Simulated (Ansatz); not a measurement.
`[SiH3]O[SiH](S)Cl`, charge 0, multiplicity 1.

Task: Give a relaxed structure at PBE0-D4/def2-TZVP (the Gaussian-basis code of Ansatz). (Best estimate.)

Result: Ansatz gave: 
Z-matrix (Å, degrees):
```
Si
O 1 1.645
H 1 1.486 2 109.9
H 1 1.483 2 109.4 3 -120.3
H 1 1.481 2 107.9 3 119.9
Si 2 1.617 1 144.8 3 28.8
Cl 6 2.052 2 107.9 1 60.1
S 6 2.121 2 113.2 1 -61.8
H 6 1.472 2 109.0 1 179.0
H 8 1.345 6 93.8 2 73.0
```
This is one stationary point; other conformers may exist.
